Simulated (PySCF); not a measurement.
GaCl₄, SMILES [Cl][Ga-]([Cl])([Cl])[Cl], charge -1. Geometry optimised at B3LYP-D3(BJ)/def2-SVPD. The isomer is the one that the SMILES or the coordinates give; other isomers of the formula were not compared.

Computed equilibrium geometry at B3LYP-D3(BJ)/def2-SVPD (PySCF confirms it by a frequency run) as a Z-matrix, and its point group:
point group Td.
```
Ga
Cl 1 2.2323
Cl 1 2.2323 2 109.47
Cl 1 2.2323 2 109.47 3 120.00
Cl 1 2.2323 2 109.47 3 -120.00
```
Charge -1, spin multiplicity 1.
